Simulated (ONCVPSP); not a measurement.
**Debugging a pseudopotential input (strontium (Sr), ONCVPSP 4.0.1)**

Command:

```bash
oncvpsp.x < Sr.dat > Sr.out
```

Input:

```
# ATOM AND REFERENCE CONFIGURATION
# atsym  z   nc   nv     iexc    psfile
  Sr 38.00    6    3        4      upf
#
#   n    l    f
    1    0    2.00
    2    0    2.00
    2    1    6.00
    3    0    2.00
    3    1    6.00
    3    2   10.00
    4    0    2.00
    4    1    6.00
    5    0    1.00
#
# PSEUDOPOTENTIAL AND OPTIMIZATION
# lmax
    2
#
#   l,   rc,      ep,       ncon, nbas, qcut
    0    1.85    0.00    4    8    5.00
    1    2.55    0.00    4    8    6.30
    2    2.15    0.36    4    7    5.10
#
# LOCAL POTENTIAL
# lloc, lpopt,  rc(5),   dvloc0
    4    5    1.40   -1.00
#
# VANDERBILT-KLEINMAN-BYLANDER PROJECTORs
# l, nproj, debl
    0    2    0.50
    1    2    2.40
    2    1    2.60
#
# MODEL CORE CHARGE
# icmod, fcfact, rcfact
    3    4.00    1.05
#
# LOG DERIVATIVE ANALYSIS
# epsh1, epsh2, depsh
    5.00   -3.00    0.02
#
# OUTPUT GRID
# rlmax, drl
    6.00    0.01
#
# TEST CONFIGURATIONS
# ncnf
    4
# nvcnf
#   n    l    f
    3
    4    0    2.00
    4    1    6.00
    5    0    2.00
#
    3
    4    0    2.00
    4    1    6.00
    5    0    0.00
#
    3
    4    0    2.00
    4    1    6.00
    5    0    1.50
#
    4
    4    0    2.00
    4    1    6.00
    5    0    1.00
    4    2    1.00
#
```

This is an input that runs to its end, with one change: epsh1 and epsh2 swapped. The unchanged file is no sound one. Note: no bound ghost flagged; GHOST(+) flagged for s at 120.9 eV.

**Question.** How does the run end?

**Answer.** The program refuses the input: "test_data: must have epsh2 > epsh1".

```
ONCVPSP  (Optimized Norm-Conservinng Vanderbilt PSeudopotential)
scalar-relativistic version 4.0.1

test_data: must have epsh2 > epsh1
ERROR: test_data found   1 ERROR; stopping
```
